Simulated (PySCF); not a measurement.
# One molecule, several mistakes: H5N3Si

These are calculations, not measurements. The program is PySCF 2.14.0, an open-source quantum chemistry code, run on an isolated molecule that a program drew, which may never have been made. The molecule is H5N3Si (charge 0, singlet), drawn as the SMILES string `N=[Si](N)N`.

Each row is a Hartree-Fock (HF) and frozen-core CCSD(T) single point in the cc-pV(D+d)Z basis, meant for a local HF minimum. Run 1 is clean. Each other run has one planted mistake out of seven kinds, and not every kind appears here: one electron removed, one electron added, multiplicity raised by two, geometry at a saddle point, minimal basis STO-3G, one bond length entered in bohr, all coordinates scaled. The reference is restricted for singlets and unrestricted otherwise, and also for a bond in bohr. Adding or removing an electron swaps singlet and doublet. Electrons count all cores. HOMO and LUMO are orbital energies over both spins, the gradient is its largest component, and the lowest frequency (negative if imaginary) is given only where the gradient is small. Bond lengths are over the 8 bonds as drawn. T1 is the CCSD diagnostic: over 0.02 (restricted) or 0.045 (unrestricted) a single reference is doubtful.

Geometry of the clean run:
```xyz
9
H5N3Si, angstrom
N     1.2710   -1.7634   -2.8460
Si    0.9435   -0.5077   -1.9749
N    -0.5159   -0.4021   -1.1543
N     1.8305    0.8893   -1.6593
H     2.0992   -1.9471   -3.3732
H    -1.1894   -1.1392   -1.2170
H    -0.8173    0.3655   -0.5916
H     1.5340    1.6423   -1.0721
H     2.7387    1.0392   -2.0506
```

```
run,electrons,basis functions,<S^2>,HOMO (eV),LUMO (eV),gradient (hartree/bohr),lowest frequency (cm^-1),mean bond (Å),longest bond (Å),T1,HF (hartree),CCSD(T) (hartree),mistake
1,40,90,0.000,-9.05,4.06,1.0e-05,26,1.2403,1.685,0.0134,-455.24398,-455.89041,no fault
2,40,29,0.000,-5.67,9.49,4.1e-02,-,1.2403,1.685,0.0175,-449.66841,-449.89775,minimal basis STO-3G
3,41,90,0.756,3.55,9.37,2.7e-02,-,1.2403,1.685,0.0212,-455.10357,-455.77844,one electron added
4,40,90,0.000,-9.23,4.39,6.9e-02,-,1.1758,1.597,0.0116,-455.20982,-455.84141,?
5,39,90,0.757,-16.41,-5.51,1.3e-01,-,1.2403,1.685,0.0212,-454.98891,-455.59218,?
```

**Which mistake was planted in run 4, and what did it cost?**

The mean and the longest bond both change by the same factor, 0.948, and the gradient is no longer small. So the mistake is: all coordinates scaled. Subtracting run 1 and multiplying by 627.51 kcal/mol a hartree, the energy moved by 21.4 kcal/mol in HF and 30.7 kcal/mol in CCSD(T).

**Which mistake was planted in run 5, and what did it cost?**

It counts 39 electrons, one fewer than the clean run, at the same geometry and basis. So the mistake is: one electron removed. Subtracting run 1 and multiplying by 627.51 kcal/mol a hartree, the energy moved by 160.1 kcal/mol in HF and 187.1 kcal/mol in CCSD(T).

Cautions from the logs. Run 3: the HOMO is above zero, so the electron isn't bound and the energy depends on the basis.
